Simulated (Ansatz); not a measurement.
Wavefunction ladder for C3H5BS (`BC1=C(C)S1`)

Z-matrix (Å, degrees):
```
C
C 1 1.463
H 1 1.093 2 109.2
H 1 1.093 2 109.2 3 116.8
H 1 1.090 2 111.3 3 -121.6
C 2 1.306 1 146.0 3 121.3
S 2 1.730 1 135.8 3 -58.6
B 6 1.482 2 156.7 1 -0.0
H 8 1.198 6 116.1 2 0.1
H 8 1.191 6 122.6 2 -179.9
```

Charge 0, multiplicity 1. The geometry is a stationary point of PBE0-D4/def2-TZVP. Frozen core, restricted reference, Ansatz. CBS rows extrapolate triple and quadruple zeta; past MP2 they add the triple-zeta difference.

```tsv
basis	HF (Eh)	MP2 corr.
def2-SVP	-538.40050	-0.61149
def2-TZVPP	-538.69837	-0.75582
def2-QZVPP	-538.71607	-0.80775
```

Problem. Estimate the CCSD correlation energy and the (T) correction in each basis where they were run (hartree).

Solution. 
```json
{"basis": "def2-SVP", "CCSD corr.": "-0.65773", "(T)": "-0.02813"}
{"basis": "def2-TZVPP", "CCSD corr.": "-0.79433", "(T)": "-0.04230"}
{"basis": "CBS(def2)", "CCSD corr.": "-0.88473", "(T)": "as TZ"}
```
